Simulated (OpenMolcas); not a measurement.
**W4+: moving the ligands**

W4+ with 4 ligands (oxide) in tetrahedral coordination (Td) at 1.91 Å. A charge of +1 e stands 2.6 Å behind each ligand. Ligand basis ANO-RCC-VDZP.

| Property | Result |
| --- | --- |
| Program | OpenMolcas |
| Method | CASSCF |
| Basis | ANO-RCC-VDZP [7s6p4d2f1g] |
| Scalar Hamiltonian | DKH2, point nucleus |
| Active space | 2 electrons in 5 orbitals (5d) |
| State averaging | 2S+1 = 3 even, 10 roots; 2S+1 = 1 even, 15 roots |
| Spin-orbit coupling | RASSI with atomic mean-field integrals over the reference wave functions |

Runs around this geometry, states (labels of Td). Energies in cm-1 above the lowest state or level, χT in cm3 K/mol.

```json
{"R (Å)": "1.86", "Ground state": "3A2", "First state of that spin": "3T2 10864", "First gap with spin-orbit (degeneracies)": "7107 (3, 2)", "χT at 300 K": "0.518", "First state of another spin": "1E 9259"}
{"R (Å)": "1.91", "Ground state": "3A2", "First state of that spin": "3T2 10525", "First gap with spin-orbit (degeneracies)": "6895 (3, 2)", "χT at 300 K": "0.479", "First state of another spin": "1E 9323"}
{"R (Å)": "2", "Ground state": "3A2", "First state of that spin": "3T2 9670", "First gap with spin-orbit (degeneracies)": "6372 (3, 2)", "χT at 300 K": "0.405", "First state of another spin": "1E 9434"}
```

Taking the first state of the same spin as R^-n, n = -ln(9670 / 10864) / ln(2 / 1.86) = 1.6 between the shortest and longest distance.

Without dynamic correlation the repulsion within the d shell is too large (B by tens of per cent), so at a given field states of lower spin stand too high. The oxide ions are held by bare point charges, a crude embedding. With metal d orbitals alone the field can be off either way by tens of per cent. Ligand-to-metal charge-transfer states are missing. With no ligand orbital active B as a rule stays too high, so bands that hang on it stand too high and its fall with covalency is understated. The least metal-like active orbital is 66 % on the metal (Löwdin) and no ligand orbital is active, so the numbers are rough (holds for R = 1.86). The least metal-like active orbital is 69 % on the metal (Löwdin) and no ligand orbital is active, so the numbers are rough (holds for R = 1.91). The least metal-like active orbital is 72 % on the metal (Löwdin) and no ligand orbital is active, so the numbers are rough (holds for R = 2). No measured value stands beside these numbers; the geometry is a model, was not optimised and need not be the one that this ion takes.
